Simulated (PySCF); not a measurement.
Simulation results for Al2BH4O, AlBHO2, BClHOSi, CH5Al2 and others

Computed with PySCF 2.14.0. Calculation on a computer-drawn molecule: the log of a Hartree-Fock and frozen-core CCSD(T) single point meant for a local Hartree-Fock minimum, with one planted fault or none, to be diagnosed. Offsets are logged minus clean, where the clean run is the same molecule without the fault. The reference is restricted for singlets and unrestricted otherwise, and also for a bond in bohr or an excited solution. Adding or removing an electron swaps singlet and doublet. The excited solution moves the top pair (singlet) or top alpha electron (doublet) to the lowest empty orbital. Highest occupied and lowest empty are orbital energies over both spins, largest force is the largest gradient component, triples share is (T) over the correlation energy, the T1 limit is 0.02 restricted and 0.045 unrestricted, electrons count all cores, a negative frequency is imaginary (commonest isotopes), and the dipole is about the centre of nuclear charge.

Common to all runs: logged SCF converged yes; logged CC converged yes; logged SCF stable within its kind yes; possible faults no fault, one electron removed, one electron added, multiplicity raised by two, geometry at a saddle point, SCF held on an excited solution, minimal basis STO-3G, one bond length entered in bohr, all coordinates scaled.

(1) Al2BH4O

Logged structure:
```xyz
8
Al2BH4O
B      1.0218    -1.9145    -2.0884
O      0.2937    -1.2024    -1.5377
Al    -0.9269    -0.1675    -0.6213
Al    -0.4596     2.3143    -0.8150
H      1.7267    -2.6008    -2.6213
H     -1.8274    -1.2129    -0.0428
H      0.7546     2.6829    -1.6193
H     -1.4059     3.2503    -0.1283
```

- meant charge: 1
- meant multiplicity: 1
- meant basis: cc-pV(D+d)Z
- logged electrons: 42
- logged basis functions: 94
- logged spin squared: 0
- logged highest occupied: -13.988 eV
- logged lowest empty: -4.1701 eV
- logged largest force: 0.056592 hartree/bohr
- logged T1 diagnostic: 0.015095
- logged D1 diagnostic: 0.038761
- logged triples share: 0.023354
- logged dipole magnitude: 5.9081 debye
- logged energy HF: -585.53488 hartree
- logged energy CCSD(T): -585.94683 hartree
- planted fault: all coordinates scaled, by -4.3 %
- HF energy offset from clean run: 8.951 kcal/mol
- CCSD(T) energy offset from clean run: 12.25 kcal/mol

Drawn bonds:
```tsv
atom	other atom	order
1	2	1
2	3	1
3	4	1
1	5	1
3	6	1
4	7	1
4	8	1
```

(2) AlBHO2

Logged structure:
```xyz
5
AlBHO2
O     -1.0106     1.5455     1.9278
B     -0.5419     2.6111     1.6217
Al     0.3005     4.5537     1.0183
O      1.7464     6.3711     2.9891
H     -0.0058     4.7512    -0.5536
```

- meant charge: -1
- meant multiplicity: 1
- meant basis: aug-cc-pV(D+d)Z
- logged electrons: 36
- logged basis functions: 110
- logged spin squared: 0.9828
- logged highest occupied: -3.1617 eV
- logged lowest empty: 3.0802 eV
- logged largest force: 0.011655 hartree/bohr
- logged T1 diagnostic: 0.049009
- logged D1 diagnostic: 0.19491
- logged triples share: 0.043271
- logged dipole magnitude: 8.1103 debye
- logged energy HF: -416.88204 hartree
- logged energy CCSD(T): -417.43858 hartree
- planted fault: one bond length entered in bohr, row 3 of the drawn bonds
- HF energy offset from clean run: 96.34 kcal/mol
- CCSD(T) energy offset from clean run: 118.8 kcal/mol

Drawn bonds:
```tsv
atom	other atom	order
1	2	2
2	3	1
3	4	1
3	5	1
```

Notes: T1 above single-reference limit.

(3) BClHOSi

Logged structure:
```xyz
5
BClHOSi
O     -0.8778    -1.4457     3.2647
B     -1.2759    -0.5553     2.5910
Si    -2.0498     0.9261     1.4771
Cl    -0.4386     0.8630    -2.0690
H     -1.8170     2.2374     2.1053
```

* meant charge: 0
* meant multiplicity: 2
* meant basis: cc-pV(D+d)Z
* logged electrons: 45
* logged basis functions: 79
* logged spin squared: 1.3801
* logged highest occupied: -10.162 eV
* logged lowest empty: -1.1439 eV
* logged largest force: 0.021766 hartree/bohr
* logged T1 diagnostic: 0.055158
* logged D1 diagnostic: 0.24139
* logged triples share: 0.029152
* logged dipole magnitude: 3.1959 debye
* logged energy HF: -848.52881 hartree
* logged energy CCSD(T): -849.02687 hartree
* planted fault: one bond length entered in bohr, row 3 of the drawn bonds
* HF energy offset from clean run: 69.92 kcal/mol
* CCSD(T) energy offset from clean run: 81.64 kcal/mol

Drawn bonds:
```tsv
atom	other atom	order
1	2	2
2	3	1
3	4	1
3	5	1
```

Notes: T1 above single-reference limit.

(4) CH5Al2

Logged structure:
```xyz
8
CH5Al2
C     -0.7364    -2.1142     1.5383
Al     0.6456    -1.3553     0.2397
Al     2.2419     0.7955     0.3786
H     -1.2375    -3.0508     1.1604
H     -0.2526    -2.3559     2.5319
H     -1.5431    -1.3490     1.7469
H      1.8071     2.2038    -0.3370
H      3.7975     0.6488     0.8719
```

* meant charge: 0
* meant multiplicity: 2
* meant basis: cc-pV(D+d)Z
* logged electrons: 37
* logged basis functions: 85
* logged spin squared: 0.7967
* logged highest occupied: -7.0099 eV
* logged lowest empty: 0.65265 eV
* logged largest force: 0.018733 hartree/bohr
* logged T1 diagnostic: 0.021088
* logged D1 diagnostic: 0.077205
* logged triples share: 0.027528
* logged dipole magnitude: 1.3866 debye
* logged energy HF: -524.57144 hartree
* logged energy CCSD(T): -524.88919 hartree

Drawn bonds:
```tsv
atom	other atom	order
1	2	1
2	3	1
1	4	1
1	5	1
1	6	1
3	7	1
3	8	1
```

(5) AlBF2H

Logged structure:
```xyz
5
AlBF2H
F     -4.0559     1.3399     0.4418
B     -2.9479     2.0756     0.5443
Al    -1.0288     1.2039    -0.0613
F     -0.0400     0.6498     1.1576
H     -3.1039     3.2215     0.8812
```

* meant charge: 0
* meant multiplicity: 2
* meant basis: cc-pV(D+d)Z
* logged electrons: 36
* logged basis functions: 70
* logged spin squared: 0
* logged highest occupied: -17.823 eV
* logged lowest empty: -7.1609 eV
* logged largest force: 0.062903 hartree/bohr
* logged T1 diagnostic: 0.022364
* logged D1 diagnostic: 0.063982
* logged triples share: 0.022905
* logged dipole magnitude: 5.579 debye
* logged energy HF: -465.85931 hartree
* logged energy CCSD(T): -466.39074 hartree

Drawn bonds:
```tsv
atom	other atom	order
1	2	1
2	3	1
3	4	1
2	5	1
```

Notes: T1 above single-reference limit.

Questions
1. Which fault was planted in the run of CH5Al2 (entry 4)?
2. Which fault was planted in the run of AlBF2H (entry 5)?

## Answers
1. all coordinates scaled, by +3.1 %
2. one electron removed

Further results for CH5Al2 (entry 4):

- HF energy offset from clean run: 3.077 kcal/mol
- CCSD(T) energy offset from clean run: 1.833 kcal/mol

Further results for AlBF2H (entry 5):

* HF energy offset from clean run: 179.6 kcal/mol
* CCSD(T) energy offset from clean run: 176 kcal/mol
